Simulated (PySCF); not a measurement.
# C₆ coefficients of unlike pairs at UHF

Calculated with PySCF 2.14 from the dipole response of each species, C₆(A,B) = (3/π) ∫ α_A(iu) α_B(iu) du, in atomic units, from isotropic polarisabilities. For ions this is the dispersion term alone; charge-induced terms of lower order in 1/R come first.

| species | configuration | basis | relativity | α (bohr³) | C₆ (like pair) |
| --- | --- | --- | --- | --- | --- |
| Kr | [Kr] (1S) | aug-cc-pVQZ-PP with one added diffuse shell each of s, p, d, f, g type with ECP10MDF (8s7p6d4f3g) | core potential | 16.44 | 125.7 |
| K | [Ar] 4s1 (2S) | def2-QZVPPD (11s6p4d3f) | none | 414.8 | 6576 |
| W²⁺ | [Xe] 4f14 5d4 (5D) | def2-QZVPPD with the def2 core potential (60 electrons) (7s6p4d3f2g) | core potential | 12.25 | 72.62 |
| Si | [Ne] 3s2 3p2 (3P) | dyall-av3z (19s12p3d2f) | spin-free X2C | 38.41 | 315.4 |

Task: Estimate C₆ for Si with W²⁺.

Result: The integral gives 137.3. The combination rule 2 C_A C_B / (C_A α_B/α_A + C_B α_A/α_B) gives 139.5 and the geometric mean 151.4.

No spin-orbit coupling is included.

The other pairs:

```json
{"pair": "Si, K", "C₆": "1063"}
{"pair": "W²⁺, K", "C₆": "381.7"}
{"pair": "K, Kr", "C₆": "514.2"}
{"pair": "W²⁺, Kr", "C₆": "94.96"}
{"pair": "Si, Kr", "C₆": "185.8"}
```
